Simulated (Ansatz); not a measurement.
CH5BO2Si, SMILES `[SiH3]B1OCO1`. The species carries charge 0 and has multiplicity 1.

```xyz
10

Si    0.180    1.094   -1.574
B     0.004   -0.060    0.069
O    -0.725   -1.218    0.299
C    -0.181   -1.123    1.611
O     0.556    0.063    1.336
H    -0.862    2.157   -1.551
H     1.517    1.743   -1.610
H    -0.003    0.279   -2.803
H     0.467   -1.968    1.853
H    -0.952   -0.966    2.369
```

Give the diagnostics of a CCSD(T)/def2-TZVPP run (frozen core, Ansatz). (Best estimate.)

Computed: T1 = 0.0153, largest single amplitude 0.041, largest double 0.026, (T) share of the correlation energy 3.8 %, 10 CCSD cycles. The RHF solution is stable towards an unrestricted one. T1 lies under the customary mark of 0.02 for closed shells.
